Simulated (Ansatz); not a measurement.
Molecule: C₆H₆N (charge 0, doublet). It need not be the lowest isomer of its formula. 
Geometry from a B3LYP-D3(BJ)/def2-TZVP (Ansatz, a first-principles code) optimisation:
```
C
C 1 1.3902
H 2 1.0788 1 125.15
C 1 1.3902 2 111.63 3 -180.00
H 4 1.0788 1 125.15 2 -180.00
C 1 1.4273 2 124.19 3 0.00
N 6 1.1517 4 152.49 5 0.00
C 2 1.4988 3 125.06 1 -180.00
H 8 1.0944 2 111.37 3 59.00
H 8 1.0944 9 105.93 2 121.23
C 4 1.4988 5 125.06 1 -180.00
H 11 1.0944 4 111.37 5 -59.00
H 11 1.0944 12 105.93 4 -121.23
```
Charge 0, spin multiplicity 2.

Basis-set convergence of Hartree-Fock and MP2 correlation energies (hartree) with Ansatz. Cores are frozen in the correlated levels unless marked. Open shells are spin-unrestricted. No spin-orbit coupling. No relativistic terms.

The UHF reference is spin-contaminated (<S^2> 0.32 over the pure value in the largest basis). 

```
basis    functions       E(HF)  E(corr, MP2)
-------  ---------  ----------  ------------
cc-pVDZ        128  -285.13539      -0.89181
cc-pVTZ        294  -285.20635      -1.09108
cc-pVQZ        565  -285.22411      -1.16166
```

Extrapolating the two largest sets (X = 3 and 4) as X^-3: E(corr) = (64·(-1.16166) - 27·(-1.09108))/37 = -1.2132 Eh, an estimate of the basis-set limit. The largest set recovers 95.8 % of it, the smallest 73.5 %.
